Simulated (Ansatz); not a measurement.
Input file for Ansatz (a first-principles code): R-MP2/def2-TZVPPD on H2OPb (SMILES [OH][PbH]), atoms moved off the minimum. Elements past Kr take the def2 small-core potentials; no spin–orbit coupling. Files ending in .json are basis or fitting sets from the Basis Set Exchange. The run froze 10 orbitals, filled d shells among them.

Ansatz 0.2 input:
```yaml
crystal:
  periodic: [false, false, false]
  atoms:
    - {symbol: Pb, position_ang: [-0.11003955, 0.01703303, 0.11053346]}
    - {symbol: H, position_ang: [-1.57483472, -0.05470707, -1.07649547]}
    - {symbol: O, position_ang: [1.30257399, 0.88204110, -0.93776416]}
    - {symbol: H, position_ang: [0.90121057, 1.12030551, -1.91544955]}
basis:
  gaussian:
    orbitals: def2-TZVPPD.json
magnetization: {spin_polarized: false}
correlation: {method: mp2, electrons: outside_noble_gas}
scf: {lower_state_search: off}
output: {forces: true}
```

Output:

```
WARN ansatz: RAYON_NUM_THREADS=1 ignored (pool sized by the plan → 1); use --threads N
Functional definition: HF
these checks for a lower state are left out or cut short: starts, cluster_reference, orbital_swaps, neighbouring_geometries, increment
integrals: 0.10 GiB planned
975 factors; integrals over basis functions are off by at most 9.1e-4 eV
mean field: 0.28 GiB planned
mean field evaluation 1: about -7285.6720 eV, gradient 4.1e1 eV
mean field evaluation 2: about -7285.6723 eV, gradient 4.1e1 eV
mean field evaluation 4: about -7288.8382 eV, gradient 2.6e0 eV
mean field evaluation 8: about -7288.8726 eV, gradient 1.5e-3 eV
mean field -7288.87261175 eV, -267.8611279067 hartree, gradient 2.8e-6 eV, S^2 0.000000; 0 other end points of the search recorded, 0 dependent functions left out
10 core orbitals not correlated, not the lowest: weight in the atoms' cores, before any rotation towards them, 0.858 or more for the frozen orbitals, at most 0.135 for the correlated occupied ones
reference -7288.87261175 eV, -267.8611279067 hartree; 6, 6 occupied and 114, 114 virtual orbitals, 975 factors
densities: 0.30 GiB planned
second order -9.31947249 eV of doubles, -0.00000000 eV of singles
the calculation of the forces begins
Total energy: -7298.19208424 eV, -268.2036122037 hartree
Atom 0 at    -0.110040     0.017033     0.110533 Å, force    -2.534540    -1.803538     2.535102 eV/Å
Atom 1 at    -1.574835    -0.054707    -1.076495 Å, force     0.254138     0.164077    -0.193509 eV/Å
Atom 2 at     1.302574     0.882041    -0.937764 Å, force     0.491084     2.399569    -5.872768 eV/Å
Atom 3 at     0.901211     1.120306    -1.915450 Å, force     1.789319    -0.760108     3.531175 eV/Å
Dipole moment:    -0.163087    -0.074387     0.068318 e Å
Checks for a lower state left out: starts, cluster_reference, orbital_swaps, neighbouring_geometries, increment
```

Self-consistency was reached.

Cost: very roughly 6 core-seconds.
